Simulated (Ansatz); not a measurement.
Ga₄F₄. The state is a singlet with charge 0. Geometry r2SCAN-D4/def2-SVP, basis def2-TZVP, Ansatz.

Cartesian coordinates in Å:
```
Ga 1.2780 1.2662 -0.8215
Ga -1.4285 -0.1413 -1.3433
Ga 1.0473 -2.2417 0.6355
Ga -0.8372 0.7178 2.3045
F -0.1580 1.1301 -2.1809
F 0.1211 -0.9679 1.8542
F 0.6287 -0.8787 -0.7869
F -0.6515 1.1156 0.3384
```

```
run  HOMO (eV)  LUMO (eV)
  A      -6.53      -1.64
  B      -6.66      -1.43
  C      -5.67      -2.14
  D      -9.14       0.54
  E      -5.97      -2.05
```

LC-ωPBE has ω = 0.4 bohr⁻¹. B3LYP takes the VWN-RPA correlation. Another isomer (singlet) lies 0.10 eV lower at PBE0-D4/def2-TZVP; other spin states weren't run for this one.

Question: The runs used B3LYP, LC-ωPBE, PBE, PBE0, r2SCAN. Estimate which is which.

Answer: A B3LYP (20 % exact exchange); B PBE0 (25 % exact exchange); C PBE (0 % exact exchange); D LC-ωPBE (range-separated); E r2SCAN (0 % exact exchange). Exact exchange lowers occupied and raises empty levels; among semilocal functionals meta-GGAs tend to open the gap a little, and such runs are hard to tell apart. The gap grows from 3.54 eV (PBE) to 9.67 eV (LC-ωPBE).
